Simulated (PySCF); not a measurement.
## Sc²⁺ (scandium, charge +2): UHF calculation

Configuration: [Ar] 3d1, 2D determinant. Calculation: PySCF 2.14, in cc-pVTZ (7s6p4d2f1g, 68 functions); the non-relativistic Hamiltonian (point nucleus).

```json
{
 "Total energy": "-759.095823 hartree",
 "One-electron energy": "-1028.6834 hartree",
 "Hartree (Coulomb) energy": "307.4026 hartree",
 "Exchange energy": "-37.8150 hartree",
 "Kinetic energy": "759.10946 hartree",
 "⟨S²⟩": "0.7518",
 "⟨L²⟩": "6.020",
 "Sum of ⟨r⟩": "13.39 bohr",
 "Sum of ⟨r²⟩": "16.24 bohr²",
 "Traceless quadrupole moment −½Σ⟨3z² − r²⟩ along its main axis": "0.808 e·bohr²",
 "Density at the nucleus (Gaussians lack the cusp)": "6130 bohr⁻³",
 "Spin density at the nucleus": "-0.114 bohr⁻³",
 "Langevin diamagnetic susceptibility": "-12.9 ×10⁻⁶ cm³/mol",
 "Time after the integrals": "0.34 s of wall time on 1 thread of Intel(R) Xeon(R) 6975P-C (shared host)"
}
```

```tsv
shell	electrons	mean orbital energy (eV)	spread (eV)	rms radius, mean of both spins (bohr)
1s β	1	-4529.8	0	0.0852
1s α	1	-4529.8	0	0.0852
2s α	1	-534.58	0	0.373
2s β	1	-534.20	0	0.373
2p α	3	-441.82	0.068	0.341
2p β	3	-441.43	0.542	0.341
3s α	1	-85.598	0	1.16
3s β	1	-84.015	0	1.16
3p α	3	-58.946	1.111	1.26
3p β	3	-56.942	1.631	1.26
3d α	1	-24.822	0	1.72
```
